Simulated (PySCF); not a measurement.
Species: C7H16OSi.
Atom-mapped SMILES: `[CH3:1][C:2]([CH3:3])([CH3:4])[Si@@H:5]([OH:6])[CH:7]1[CH2:8][CH2:9]1` (hydrogens: H10, H11, H12 on C1; H13, H14, H15 on C3; H16, H17, H18 on C4; H19 on Si5; H20 on O6; H21 on C7; H22, H23 on C8; H24, H25 on C9)

The geometry is computed with GFN2-xTB (gas phase).

Problem. What internal coordinates does the optimisation give?

Solution. 
```
                   bond  length (bohr)   order
    C1–C2, C2–C3, C2–C4          2.891  single
                 C2–Si5          3.630  single
                 Si5–O6          3.083  single
                 Si5–C7          3.568  single
                  C7–C8          2.840  single
                  C8–C9          2.818  single
                  C7–C9          2.844  single
C1–H10 and 8 like bonds          2.057  single
                Si5–H19          2.760  single
                 O6–H20          1.802  single
                 C7–H21          2.046  single
                 C8–H22          2.040  single
                 C8–H23          2.041  single
                 C9–H24          2.042  single
                 C9–H25          2.042  single
```

Bonds in one row agree within 0.02 bohr and their mean is given. Orders are formal, as drawn. A selection of angles:
```
     angle  degrees
  C1–C2–C3    108.7
 C1–C2–Si5    110.5
 C3–C2–Si5    109.3
 C2–Si5–O6    111.6
 C2–Si5–C7    109.9
 O6–Si5–C7    111.1
 Si5–C7–C8    119.1
 Si5–C7–C9    120.8
  C8–C7–C9     59.4
  C7–C8–C9     60.3
  C7–C9–C8     60.2
H20–O6–Si5    121.4
```

Dihedral angles: C1–C2–Si5–O6 177° (antiperiplanar); C2–Si5–C7–C8 -156° (antiperiplanar); Si5–C7–C8–C9 111° (anticlinal); Si5–C7–C9–C8 -108° (anticlinal); H20–O6–Si5–C2 62° (synclinal).

The 2 C–Si bonds span 1.888 Å (Si5–C7, drawn single) to 1.921 Å (C2–Si5, drawn single), a spread of 0.033 Å. Si5 (oxygen-bound silicon) is distorted tetrahedral (angles from 100.1° to 112.2°). The 6 C–C bonds span 1.491 Å (C8–C9, drawn single) to 1.532 Å (C2–C4, drawn single), a spread of 0.041 Å. The 3-membered ring C7–C8–C9 has internal angles of 59.4° to 60.3°. Of the pairs four or more bonds apart, H11···H17 is among the closest relative to their van der Waals radii: 2.49 Å, 104 % of the sum of Bondi's values.

Point group: C1 (no symmetry element, even within 0.4 Å). Not checked by GFN2-xTB frequencies. The numbers are those of one conformer (C2–Si5–O6–H 62°, C2–Si5–C7–C8 -156°).
